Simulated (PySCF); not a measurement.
CH₇FO₂Si₂, SMILES O[Si](O)(F)C[SiH3].

Coordinates come from a B3LYP-D3(BJ)/def2-SVP optimisation. The structure was generated by enumeration, and PubChem lists no compound with its InChIKey, so it may never have been made. The values are those of a single conformer.

Method: ωB97X/def2-TZVP (PySCF).

```json
{
 "total_energy": "-871.86083 hartree",
 "highest_occupied_level": "-11.24 eV",
 "lowest_empty_level": "2.33 eV",
 "orbital_gap": "13.56 eV",
 "dipole_moment": "1.75 D",
 "quadrupole, principal values (traceless, Buckingham form, about the centre of nuclear charge)": "-8.16, 0.92, 7.24 D·Å",
 "mean_static_polarisability": "66.2 bohr³ (9.81 Å³)",
 "polarisability_principal_values": "58.9, 63.5, 76.2 bohr³"
}
```
